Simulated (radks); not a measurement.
Initial-state core-level shifts of neutral rhenium when its valence configuration changes from [Xe] 4f14 5d5 6s2. Method: Dirac Kohn-Sham, PBE, spin-unpolarised, spherical densities, point nucleus; open shells are shared between the two j in proportion to 2j + 1; computed with a radial shooting solver on a logarithmic mesh with Libxc functionals. Shifts are changes of the shell-averaged eigenvalues in eV (positive: less bound).

valence                1s       2s       2p       4p
4f14 5d6 6s1       +2.108   +2.223   +2.219   +2.199
4f14 5d5 6s1 6p1   -1.691   -1.654   -1.654   -1.664
4f12 5d5 6s2 6p2  -30.036  -32.288  -31.977  -31.598
4f13 5d5 6s2 6p1  -14.469  -15.530  -15.382  -15.322
4f13.5 5d6 6s1.5   -3.752   -4.155   -4.087   -4.116
4f14 5d4 6s2 6p1   -4.200   -4.305   -4.300   -4.267
4f13.5 5d7 6s0.5   -1.704   -1.998   -1.934   -1.978
4f14 5d5.5 6s1.5   +1.104   +1.164   +1.162   +1.150
4f13 5d6 6s1 6p1  -11.744  -12.655  -12.512  -12.508
